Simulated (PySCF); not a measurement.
Isomers of C5H16FNSi2, mass 165.081 u with the commonest isotopes. Method: PBE0/pcSseg-1 in PySCF (dipole) on a GFN2-xTB geometry, gas phase. One conformer each, none proved a minimum here; rigid rotors.

Question: Order these by radius of gyration √(Σ m r²/M), smallest first.
A. `[CH3:1][NH:2][C:3]([CH3:4])([CH3:5])[CH2:6][SiH2:7][SiH2:8][F:9]` with C1–N2–C3–C4 64°, N2–C3–C6–Si7 53°, C3–C6–Si7–Si8 -39°, C6–Si7–Si8–F9 -56°
B. `[CH3:1][CH2:2][Si@@H:3]([F:4])[C@@H:5]([SiH3:6])[CH2:7][NH:8][CH3:9]` with C1–C2–Si3–F4 55°, C2–Si3–C5–Si6 -165°, Si3–C5–C7–N8 -39°, C5–C7–N8–C9 174°
C. `[CH3:1][NH:2][C:3]([CH3:4])([CH3:5])[SiH2:6][Si@@H:7]([CH3:8])[F:9]` with C1–N2–C3–C4 51°, N2–C3–Si6–Si7 -41°, C3–Si6–Si7–C8 84°

Answer: A (2.233 Å), B (2.332 Å), C (2.367 Å).

Question: Order these by dipole moment, smallest first.
A. `[CH3:1][CH2:2][Si@@H:3]([F:4])[C@@H:5]([SiH3:6])[CH2:7][NH:8][CH3:9]` with C1–C2–Si3–F4 55°, C2–Si3–C5–Si6 -165°, Si3–C5–C7–N8 -39°, C5–C7–N8–C9 174°
B. `[CH3:1][NH:2][C:3]([CH3:4])([CH3:5])[SiH2:6][Si@@H:7]([CH3:8])[F:9]` with C1–N2–C3–C4 51°, N2–C3–Si6–Si7 -41°, C3–Si6–Si7–C8 84°
C. `[CH3:1][NH:2][CH2:3][C:4]([CH3:5])([CH3:6])[SiH2:7][SiH2:8][F:9]` with C1–N2–C3–C4 -169°, N2–C3–C4–C5 -86°, C3–C4–Si7–Si8 53°, C4–Si7–Si8–F9 177°
D. `[CH3:1][CH2:2][NH:3][C:4]([CH3:5])([CH3:6])[SiH2:7][SiH2:8][F:9]` with C1–C2–N3–C4 -83°, C2–N3–C4–C5 -57°, N3–C4–Si7–Si8 43°, C4–Si7–Si8–F9 134°
E. `[CH3:1][NH:2][C:3]([CH3:4])([CH3:5])[CH2:6][SiH2:7][SiH2:8][F:9]` with C1–N2–C3–C4 64°, N2–C3–C6–Si7 53°, C3–C6–Si7–Si8 -39°, C6–Si7–Si8–F9 -56°

Answer: D (2.26 D), A (2.62 D), E (3.11 D), B (3.47 D), C (4.22 D).

Question: Order these by rotational constant B, largest first.
A. `[CH3:1][NH:2][C:3]([CH3:4])([CH3:5])[CH2:6][SiH2:7][SiH2:8][F:9]` with C1–N2–C3–C4 64°, N2–C3–C6–Si7 53°, C3–C6–Si7–Si8 -39°, C6–Si7–Si8–F9 -56°
B. `[CH3:1][NH:2][CH2:3][C:4]([CH3:5])([CH3:6])[SiH2:7][SiH2:8][F:9]` with C1–N2–C3–C4 -169°, N2–C3–C4–C5 -86°, C3–C4–Si7–Si8 53°, C4–Si7–Si8–F9 177°
C. `[CH3:1][NH:2][C:3]([CH3:4])([CH3:5])[SiH2:6][Si@@H:7]([CH3:8])[F:9]` with C1–N2–C3–C4 51°, N2–C3–Si6–Si7 -41°, C3–Si6–Si7–C8 84°
D. `[CH3:1][CH2:2][Si@@H:3]([F:4])[C@@H:5]([SiH3:6])[CH2:7][NH:8][CH3:9]` with C1–C2–Si3–F4 55°, C2–Si3–C5–Si6 -165°, Si3–C5–C7–N8 -39°, C5–C7–N8–C9 174°
E. `[CH3:1][CH2:2][NH:3][C:4]([CH3:5])([CH3:6])[SiH2:7][SiH2:8][F:9]` with C1–C2–N3–C4 -83°, C2–N3–C4–C5 -57°, N3–C4–Si7–Si8 43°, C4–Si7–Si8–F9 134°

Answer: A (885.3 MHz), D (847.3 MHz), B (782.6 MHz), E (742.8 MHz), C (707.3 MHz).

```csv
SMILES,point group,Ia (u·Å²),Ib (u·Å²),Ic (u·Å²),κ,μa (D),μb (D),μc (D)
CNC(C)(C)[SiH2][Si@@H](C)F,C1,297.19,714.48,838.52,-0.81,3.01,1.67,0.41
CNCC(C)(C)[SiH2][SiH2]F,C1,369.53,645.76,833.71,-0.54,3.73,1.77,0.86
CNC(C)(C)C[SiH2][SiH2]F,C1,338.50,570.88,736.33,-0.51,3.10,0.07,0.31
CCNC(C)(C)[SiH2][SiH2]F,C1,348.87,680.40,849.98,-0.65,2.06,0.92,0.01
CC[Si@@H](F)[C@@H]([SiH3])CNC,C1,389.25,596.46,810.49,-0.34,0.45,2.04,1.59
```
